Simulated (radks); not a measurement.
Species: Eu. Configuration: [Xe] 4f7 6s2 (the NIST ground configuration). All-electron calculation, scalar-relativistic Kohn-Sham, PBE, spin-polarised, spherical densities, finite nucleus; open shells are filled with parallel spins first (spin-orbit coupling, left out, can overturn this in heavy ions); Fermi nuclear charge, rms radius 5.1115 fm. Program: a radial shooting solver on a logarithmic mesh with Libxc functionals. Some entries of the table are withheld. Estimate them.

| orbital | occ. | eigenvalue (eV) | r(max) (bohr) | <r> (bohr) |
|---|---|---|---|---|
| 1s up | 1 | -48361.55 | 0.01420 | 0.02232 |
| 1s down | 1 | -48361.55 | 0.01420 | 0.02232 |
| 2s up | 1 | -7940.733 | 0.08055 | 0.09512 |
| 2s down | 1 | -7940.698 | 0.08055 | 0.09512 |
| 2p up | 3 | -7075.328 | 0.06513 | 0.08389 |
| 2p down | 3 | -7075.304 | 0.06513 | 0.08389 |
| 3s up | 1 | -1747.341 | 0.2289 | 0.2497 |
| 3s down | 1 | -1745.063 | 0.2288 | 0.2494 |
| 3p up | 3 | -1477.946 | 0.2245 | 0.2481 |
| 3p down | 3 | -1475.680 | 0.2244 | 0.2479 |
| 3d up | 5 | -1117.418 | 0.1839 | 0.2261 |
| 3d down | 5 | -1115.680 | 0.1837 | 0.2258 |
| 4s up | 1 | -348.3260 | 0.5275 | 0.5663 |
| 4s down | 1 | -342.7626 | 0.5273 | 0.5661 |
| 4p up | 3 | -259.7367 | 0.5506 | 0.5997 |
| 4p down | 3 | -254.1836 | 0.5503 | 0.5996 |
| 4d up | 5 | -136.2918 | 0.5735 | 0.6545 |
| 4d down | 5 | -130.7573 | 0.5731 | 0.6551 |
| 5s up | 1 | -45.6878 | 1.229 | 1.374 |
| 5s down | 1 | -42.5390 | 1.244 | 1.399 |
| 5p up | 3 | -24.5533 | 1.397 | (1) |
| 5p down | 3 | -22.2257 | 1.423 | (2) |
| 4f up | 7 | -4.1008 | 0.5927 | 0.9524 |
| 6s up | 1 | (3) | 3.578 | 4.217 |
| 6s down | 1 | (4) | 3.722 | 4.374 |

Answer. 
(1) 5p up <r> (bohr): 1.617
(2) 5p down <r> (bohr): 1.661
(3) 6s up eigenvalue (eV): -3.7225
(4) 6s down eigenvalue (eV): -3.4584
